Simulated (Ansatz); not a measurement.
Pulling on the O3–H4 bond in GeH2O (SMILES [OH][GeH]) (multiplicity 1 held, fragments rigid). Energies count from the point at 0.963 Å.
Geometry at that point (charge 0, multiplicity 1):
```xyz
4

Ge    -0.23528    -0.20096     0.24734
H     -1.41086    -0.03172    -0.85874
O      1.02523     0.68083    -0.68890
H      0.73803     1.01575    -1.54508
```

Signs of static correlation in cc-pVTZ, with CASSCF(4,3), from Ansatz (an electronic-structure program) runs.

```
R (Å)  T1 of restricted CCSD  ⟨S²⟩ of UHF  largest double amplitude of restricted CCSD  weight of the CASSCF reference in MRCISD  CASSCF natural occupations
-----  ---------------------  -----------  -------------------------------------------  ----------------------------------------  --------------------------
0.771                  0.017        0.000                                        0.070                                     0.910              2.00 1.99 0.01
0.867                  0.017        0.000                                        0.070                                     0.909              2.00 1.99 0.01
0.963                  0.018        0.000                                        0.069                                     0.908              2.00 1.98 0.02
1.059                  0.019        0.000                                        0.068                                     0.907              2.00 1.97 0.03
1.156                  0.020        0.000                                        0.067                                     0.906              2.00 1.96 0.04
1.300                  0.022        0.000                                        0.066                                     0.905              2.00 1.93 0.07
1.445                  0.024        0.346                                        0.075                                     0.904              2.00 1.88 0.12
1.686                  0.029        0.770                                        0.088                                     0.903              2.00 1.76 0.24
1.926                  0.034        0.921                                        0.163                                     0.902              2.00 1.60 0.40
2.215                  0.040        0.986                                          ___                                     0.901              2.00 1.40 0.60
2.601                    ___        1.012                                        0.473                                     0.900              2.00 1.21 0.79
3.082                  0.056        1.019                                        0.629                                     0.899              2.00 1.09 0.91
```

Question: Some entries are withheld; supply them.

Answer: 
- 2.215, largest double amplitude of restricted CCSD: 0.287
- 2.601, T1 of restricted CCSD: 0.048

Doubts at one or more of the structures used: active orbitals that take no part (SC-NEVPT2 on CASSCF(4,3)/cc-pVTZ); a restricted determinant that unrestricted orbitals would lower (R-CCSD(T)/cc-pVTZ); other coupled-cluster roots lie near (R-CCSD(T)/cc-pVTZ); T1 above 0.05 (R-CCSD(T)/cc-pVTZ, U-CCSD(T)/cc-pVTZ); a spin-contaminated determinant (U-CCSD(T)/cc-pVTZ); the program's own flag: large difference (U-CCSD(T)/cc-pVTZ).
